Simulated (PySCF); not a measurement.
## BeSe: energy against distance

Set-up: PySCF, scalar-relativistic core potentials, basis sets Be aug-cc-pVDZ, Se aug-cc-pVDZ-PP with ECP10. Energies in eV from Be + Se in their ground configurations at the same level. State: ¹Σ⁺ (singlet), closed shell.

| R (Å) | PBE | CAM-B3LYP |
| --- | --- | --- |
| 1.612 | -1.971 | -1.674 |
| 1.687 | -2.596 | -2.252 |
| 1.762 | -2.959 | -2.568 |
| 1.818 | -3.099 | -2.675 |
| 1.874 | -3.153 | -2.695 |
| 1.930 | -3.138 | -2.648 |
| 2.005 | -3.038 | -2.506 |
| 2.099 | -2.820 | -2.244 |
| 2.211 | -2.479 | -1.860 |
| 2.361 | -1.965 | -1.312 |

**Question.** Put a parabola through the three lowest points of the PBE curve and estimate Re, k and ωe (reduced mass 8.099 u; 1 eV/Å² = 0.16022 mdyn/Å; ωe = 1302.8·√(k/μ) cm⁻¹).

**Answer.** Through R = 1.818, 1.874, 1.93 Å the second-order coefficient is 11.0 eV/Å², so Re ≈ 1.890 Å, k ≈ 3.53 mdyn/Å and ωe ≈ 860 cm⁻¹. A polynomial fit of higher order to the unrounded PBE energies gives Re = 1.888 Å, k = 3.25 mdyn/Å, ωe = 826 cm⁻¹; anharmonicity and rounding make the difference.

The higher-order fit for each curve: PBE: Re = 1.888 Å, ωe = 826 cm⁻¹, De = 3.16 eV; CAM-B3LYP: Re = 1.861 Å, ωe = 870 cm⁻¹, De = 2.70 eV.
